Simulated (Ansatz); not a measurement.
Cost and result up the ladder for NiF2 (3 atoms). The state is a triplet with charge 0. Geometry: PBE-D4/def2-TZVP.

```xyz
3

Ni    0.000    0.000    0.000
F     0.126    1.677   -0.315
F    -0.125   -1.677    0.315
```

Ansatz on 2 threads of Intel Xeon Platinum 8488C on a shared host. Times are rough, and most runs start from the orbitals of an earlier one. CAM-B3LYP-D4/def2-TZVP serves as the yardstick here, not as an exact answer. Differences are given only for rows in sets of like size (and for xTB, whose basis is part of the method), since another set adds its own error. Binding counts from free atoms at the same level (Ni triplet, F doublet; other spins of the atoms weren't run), without zero-point energy or a counterpoise term.

HSE06 is defined as in plane-wave codes, on full-range PBE exchange. Correlated methods freeze 7 core orbitals; core or outer-core shells of Ni are correlated, in sets that lack core-valence functions.

Correlated methods converge slowly with the basis (MP2 moves by 0.15 eV from def2-TZVP to def2-QZVPP here).

| level | functions | wall time | binding energy per atom (eV) | difference from CAM-B3LYP-D4/def2-TZVP (eV) |
| --- | --- | --- | --- | --- |
| LDA (SPW92)/def2-TZVP | 107 | 1.4 s | 3.79 | 0.71 |
| PBE-D4/def2-TZVPD | 128 | 3.6 s | 3.27 | 0.18 |
| PBE-D4/def2-TZVP (with forces) | 107 | 3.8 s | 3.25 | 0.17 |
| BLYP-D4/def2-TZVP | 107 | 4.1 s | 3.18 | 0.09 |
| PBE0-D4/def2-SVP | 59 | 4.3 s | 3.09 | – |
| RPA@PBE/def2-TZVP | 107 | 5.5 s | 2.59 | -0.49 |
| r2SCAN-D4/def2-TZVPD | 128 | 10 s | 3.23 | 0.15 |
| MP2/def2-TZVP | 107 | 12 s | 3.24 | 0.16 |
| r2SCANh-D4/def2-TZVP | 107 | 14 s | 3.12 | 0.04 |
| r2SCAN0-D4/def2-TZVP | 107 | 15 s | 3.01 | -0.07 |
| B97M-V/def2-TZVP | 107 | 17 s | 3.11 | 0.03 |
| HSE06-D4/def2-TZVP | 107 | 19 s | 2.99 | -0.10 |
| CAM-B3LYP-D4/def2-TZVP | 107 | 20 s | 3.08 | 0.00 |
| CCSD(T)/def2-TZVPD | 128 | 48 s | 3.10 | 0.02 |
